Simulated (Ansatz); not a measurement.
Consider the redistribution: `[SiH3][N]([SiH3])[Sn][Cl]` + `CC(C)[O][Ge][Cl]` → `CC(C)[O][Sn][Cl]` + `[SiH3][N]([SiH3])[Ge][Cl]`.

Gas-phase electronic energies from Ansatz, PBE0-D4/def2-TZVP geometries. CCSD(T)/CBS adds triple-zeta CCSD(T) − MP2 to the extrapolated MP2 energy (def2 sets, frozen cores). Functionals use def2-TZVPP. def2 core potentials past Kr. For Ge, Sn outer-core shells are correlated without core-valence functions, which leaves a few kJ/mol of doubt a bond. Scalar relativity is left out up to krypton. One conformer a species, not always the lowest.

`[SiH3][N]([SiH3])[Sn][Cl]`:

Z-matrix (Å, degrees):
```
Si
N 1 1.733
Sn 1 3.228 2 34.5
H 1 1.494 2 106.8 3 -0.1
H 1 1.487 2 112.3 3 118.7
H 1 1.487 2 112.3 3 -118.9
Si 2 1.745 1 118.3 3 -179.9
Cl 3 2.384 1 123.3 2 0.1
H 7 1.483 2 112.0 1 -118.4
H 7 1.493 2 106.5 1 -0.2
H 7 1.484 2 112.0 1 118.0
```

`CC(C)[O][Ge][Cl]`:

Cartesian coordinates in Å:
```
C -1.365 0.015 -0.279
C -0.184 -0.319 0.609
C 0.932 -1.028 -0.130
O 0.303 0.846 1.271
Ge 1.031 2.398 0.892
Cl 1.177 2.414 -1.331
H -1.057 0.643 -1.117
H -1.803 -0.902 -0.680
H -2.134 0.540 0.291
H -0.532 -0.970 1.420
H 1.765 -1.236 0.545
H 1.296 -0.422 -0.962
H 0.572 -1.979 -0.529
```

`CC(C)[O][Sn][Cl]`:

Cartesian coordinates in Å:
```
C -0.686 1.192 0.230
C -0.682 -0.279 -0.142
C 0.135 -1.117 0.823
O -0.242 -0.465 -1.474
Sn 1.365 -0.171 -2.546
Cl 2.883 0.779 -0.948
H -1.128 1.336 1.219
H 0.332 1.588 0.249
H -1.273 1.764 -0.492
H -1.719 -0.642 -0.123
H -0.278 -1.050 1.833
H 0.123 -2.166 0.518
H 1.170 -0.770 0.853
```

`[SiH3][N]([SiH3])[Ge][Cl]`:

```xyz
11

Si   -0.204    1.285   -1.132
N    -0.288   -0.230   -0.271
Si    0.646   -0.389    1.206
Ge   -1.360   -1.543   -0.998
Cl   -0.994   -3.101    0.530
H    -0.693    2.410   -0.294
H     1.185    1.582   -1.566
H    -1.077    1.148   -2.332
H     1.333    0.922    1.387
H     1.675   -1.449    1.090
H    -0.223   -0.635    2.380
```

```csv
level,ΔE (kJ/mol)
r2SCAN-D4,0.9
SCS-MP2/def2-QZVPP,2.0
```

Q: What does CCSD(T)/CBS give? (An estimate is asked.)

A: The calculation gave: +0.3 kJ/mol. The listed levels differ from it by 0.6, 1.7 kJ/mol.

Largest T1 diagnostic among the species: 0.015.

CCSD(T)/CBS has its own doubt, a few kJ/mol and more with outer-core shells, so smaller differences from it don't rank the levels.
